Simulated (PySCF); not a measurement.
SMILES F[SiH2]C(F)(F)F (CH2F4Si) (B3LYP/def2-SVP optimised geometry):

```
8

F      1.473    -1.411    -0.017
Si     0.974     0.132     0.000
C     -0.955     0.132     0.000
F     -1.473    -0.473     1.085
F     -1.471    -0.472    -1.086
F     -1.398     1.411     0.000
H      1.432     0.812    -1.233
H      1.433     0.787     1.246
```

Level of theory: B3LYP/def2-TZVP (PySCF 2.14.0).

Problem. What are the frontier orbital energies and the dipole moment?

Solution. HOMO-2 -11.66 eV, HOMO-1 -10.30 eV, HOMO -9.57 eV, LUMO -0.84 eV, LUMO+1 0.36 eV; dipole moment 1.99 D.

On the same geometry PBE/def2-TZVP in PySCF gives HOMO-2 -9.80 eV, HOMO-1 -8.92 eV, HOMO -8.13 eV, LUMO -1.49 eV, LUMO+1 -0.20 eV; dipole moment 1.76 D.

Meta-Löwdin charges at B3LYP/def2-TZVP: F1 -0.50, Si2 0.96, C3 0.56, F4 -0.27, F5 -0.27, F6 -0.28, H7 -0.10, H8 -0.10.
